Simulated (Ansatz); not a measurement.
Gas-phase electronic energies from Ansatz, PBE0-D4/def2-TZVP geometries. CCSD(T)/CBS is the MP2 limit (def2-TZVPP, def2-QZVPP) plus CCSD(T) − MP2 in def2-TZVPP, frozen cores. This one scheme is used for every species. DFT in def2-TZVPP. Each species was taken in one conformer, which may not be the lowest.

Reaction (cleavage of the Al–Si bond): `C[SiH](C)[AlH][Cl]` + CH₃SH → `C[S][AlH][Cl]` + `C[SiH2]C`

`C[SiH](C)[AlH][Cl]`:

Z-matrix (Å, degrees):
```
C
Si 1 1.879
H 1 1.093 2 110.9
H 1 1.092 2 111.0 3 -119.7
H 1 1.093 2 110.7 3 120.0
C 2 1.883 1 110.9 3 -60.6
Al 2 2.454 1 111.0 3 64.9
H 2 1.498 1 108.4 3 -178.7
H 6 1.093 2 111.2 1 61.0
H 6 1.092 2 111.4 1 -178.5
H 6 1.093 2 110.3 1 -58.7
Cl 7 2.114 2 116.8 1 17.6
H 7 1.586 2 128.3 1 -163.2
```

CH₃SH:

Z-matrix (Å, degrees):
```
C
S 1 1.806
H 1 1.089 2 111.5
H 1 1.089 2 111.5 3 -123.8
H 1 1.090 2 106.2 3 118.1
H 2 1.342 1 97.1 3 61.9
```

`C[S][AlH][Cl]`:

Z-matrix (Å, degrees):
```
C
S 1 1.824
H 1 1.091 2 112.0
H 1 1.089 2 108.6 3 120.5
H 1 1.089 2 108.7 3 -120.5
Al 2 2.158 1 100.1 3 0.2
Cl 6 2.092 2 118.0 1 180.0
H 6 1.574 2 120.9 1 -0.0
```

`C[SiH2]C`:

Cartesian coordinates in Å:
```
C -0.586 -1.261 0.753
Si -0.178 0.541 0.451
C 0.746 0.773 -1.160
H -1.125 -1.389 1.695
H 0.325 -1.864 0.802
H -1.211 -1.659 -0.050
H 0.650 1.059 1.578
H -1.438 1.338 0.421
H 1.686 0.215 -1.154
H 0.981 1.826 -1.329
H 0.150 0.420 -2.006
```

```tsv
species	r2SCAN-D4 energy (Eh)
`C[SiH](C)[AlH][Cl]`	-1073.16051
CH₃SH	-438.67311
`C[S][AlH][Cl]`	-1141.38311
`C[SiH2]C`	-370.49456
```

(1) Work out ΔE.

Largest T1 diagnostic among the species: 0.010.

Results:

(1) ΔE = (-1141.38311) + (-370.49456) − (-1073.16051) − (-438.67311) = -0.04405 Eh = -27.6 kcal/mol. CCSD(T)/CBS gives -27.4 kcal/mol.

From PBE to PBE0 (25 % exact exchange), in def2-TZVPP and without D4, ΔE moves by −0.9 kcal/mol.
